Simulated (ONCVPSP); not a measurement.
**Configuration tests for Au (ONCV)**

```json
{"Element": "gold", "Generator": "ONCVPSP 4.0.1", "Type": "optimised norm-conserving Vanderbilt (ONCV)", "Functional": "PBE", "Relativity": "scalar-relativistic", "Frozen core": "[Xe] 4f14", "Valence charge": "11", "Reference configuration": "5d10 6s1", "Partial waves": "6s: rc 1.90 bohr, ncon 4, nbas 7, qcut 2.7 1/bohr, 3 projectors, debl 2.5 Ha; p scattering state at 0.19 Ha: rc 1.95 bohr, ncon 3, nbas 8, qcut 4.4 1/bohr, 2 projectors, debl 3.5 Ha; 5d: rc 1.85 bohr, ncon 3, nbas 8, qcut 8.6 1/bohr, 1 projector", "Local potential": "polynomial inside 1.55 bohr (lpopt 2, dvloc0 1 Ha)", "Core correction": "Teter function fitted to the true core (icmod 2), fcfact 0.55"}
```

Energies are relative to the spin-unpolarised reference configuration 5d10 6s1; without spin polarisation the order of configurations can differ from experiment.

| valence configuration | charge | ΔE all-electron (eV) | error AE − PS (meV) |
| --- | --- | --- | --- |
| 5d9 6s0 | +2 | 30.617 | -4.8 |
| 5d10 6s0 6p1 | 0 | 5.249 | -4.4 |

What are ΔE and the potential's error for 5d8 6s0?

ΔE = 64.495 eV all-electron; the error (AE − PS) is -113 meV.

What are ΔE and the potential's error for 5d10 6s0?

ΔE = 9.409 eV all-electron; the error (AE − PS) is -9.2 meV.

Levels in the configuration 5d9 6s0:

```json
{"level": "5d", "all-electron (eV)": "-27.334", "pseudo (eV)": "-27.364"}
```

Note: ghosts flagged at negative energy: s at -100.1 eV, p at -44.1 eV; GHOST(+) flagged for s at 284.2 eV. A true bound ghost makes a file unfit for plane-wave use.
